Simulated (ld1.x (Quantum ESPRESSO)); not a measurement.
## Reading a pseudo-wave (barium)

Columns: radius, all-electron u(r) and pseudo u(r) of the 5d shell (level -2.14 eV) of barium in the configuration [Xe] 5d0 6s2 6p0; LDA (PZ), scalar-relativistic, TM scheme, ld1.x (Quantum ESPRESSO) 7.5.

```tsv
r (bohr)	all-electron	pseudo
0.210	0.1309	0.0021
0.420	-0.1403	0.0162
0.630	-0.2319	0.0508
0.840	-0.1264	0.1087
1.050	0.0428	0.1862
1.260	0.2045	0.2741
1.470	0.3346	0.3608
1.680	0.4295	0.4360
1.890	0.4933	0.4935
2.100	0.5318	0.5311
2.310	0.5513	0.5510
2.520	0.5566	0.5566
2.730	0.5519	0.5519
2.940	0.5403	0.5403
3.150	0.5240	0.5240
3.360	0.5048	0.5048
3.570	0.4837	0.4837
3.780	0.4616	0.4616
3.990	0.4391	0.4391
4.200	0.4164	0.4164
4.410	0.3940	0.3940
4.620	0.3719	0.3719
4.830	0.3503	0.3503
5.040	0.3294	0.3294
5.250	0.3092	0.3092
5.460	0.2897	0.2897
```

(1) How many radial nodes do the two functions have?

(2) At about which radius was the pseudo-wave matched?

(3) Where does each function peak?

(4) Is the pseudo-wave norm-conserving?

Results:

(1) The all-electron 5d function has n − l − 1 = 2; the pseudo-wave has 0, since the states of the same l below it are removed with the core.

(2) 2.90 bohr. The columns agree to 0.0005 from 2.31 bohr on; several derivatives are matched, so the curves merge somewhat inside the radius.

(3) Outermost all-electron maximum near 2.52 bohr, pseudo maximum near 2.52 bohr (to the table’s step).

(4) Yes: the TM scheme keeps the norm inside the radius equal to the all-electron one, which fixes the energy derivative of the logarithmic derivative at the level.
